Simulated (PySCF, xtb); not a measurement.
CBr3, SMILES Br[C+](Br)Br, charge +1.

Harmonic wavenumbers (cm⁻¹) from GFN2-xTB in xtb at its own minimum, in rising order: 157, 157, 292, 357, 790, 791.

What does PySCF with PBE-D3(BJ)/def2-SVP give at its own minimum? (The exact figures need the calculation; the answer reports its results.)

178, 178, 315, 424, 867, 867. Paired by order, the mean absolute difference is 47 cm⁻¹ and the zero-point energies are 3.6 and 4.0 kcal/mol.
